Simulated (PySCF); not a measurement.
Level sweep

Compound: m-xylene, C₈H₁₀.
SMILES: `Cc1cccc(C)c1`

PySCF, dipoles from the SCF density, polarisabilities from static response with core orbitals frozen. Isolated species at its PBE0-D3(BJ)/def2-SVP geometry, gas phase.

Question: Compare the levels for these properties.

Answer: 

```
              level  μ (D)  error (%)  α (au)  anisotropy (au)
      LDA/def2-SVPD  0.419      +39.5   98.20            55.04
      PBE/def2-SVPD  0.375      +24.9   97.02            54.83
    B3LYP/def2-SVPD  0.357      +19.0   95.20            52.63
     PBE0/def2-SVPD  0.372      +24.1   94.28            52.13
BHandHLYP/def2-SVPD  0.355      +18.3   92.71            50.24
CAM-B3LYP/def2-SVPD  0.361      +20.4   93.81            50.95
  wB97X-D/def2-SVPD  0.375      +25.1   93.99            50.44
  LC-wPBE/def2-SVPD  0.368      +22.6   91.46            49.11
       HF/def2-SVPD  0.354      +17.9   90.65            47.26
        PBE0/6-31G*  0.322       +7.2   79.23            58.99
      PBE0/def2-SVP  0.388      +29.2   83.41            55.21
       PBE0/6-31+G*  0.381      +27.1   90.78            50.49
   PBE0/aug-cc-pVDZ  0.395      +31.6   96.79            52.34
```

Reference dipole: 0.300 D (measured, unstated (gas or solution; conformer average); Muller, Mokrushina, Arlt, J. Chem. Eng. Data 57 (2012) 1231, supporting information). The anisotropy is √(½[(α1 − α2)² + (α2 − α3)² + (α3 − α1)²]). For the dipole, the smallest error is 7.2% (PBE0/6-31G*) and the largest 39.5% (LDA/def2-SVPD). The dipole runs from 0.32 D (PBE0/6-31G*) to 0.42 D (LDA/def2-SVPD). No reference polarisability is at hand; against PBE0 in the largest diffuse basis at hand (aug-cc-pVDZ) the other PBE0 rows deviate by 6-31G* -18%, def2-SVP -14%, 6-31+G* -6%, def2-SVPD -3%. In one basis (def2-SVPD) the functionals order the polarisability from HF (lowest) to LDA (highest), a spread of 8%. With PBE0 the polarisability is 81.32 au without diffuse functions (mean of 6-31G* and def2-SVP) and 93.95 au with them (mean of 6-31+G*, def2-SVPD and aug-cc-pVDZ). Measured values can belong to vibrating molecules and may average over conformers; the computed ones are for one fixed geometry.
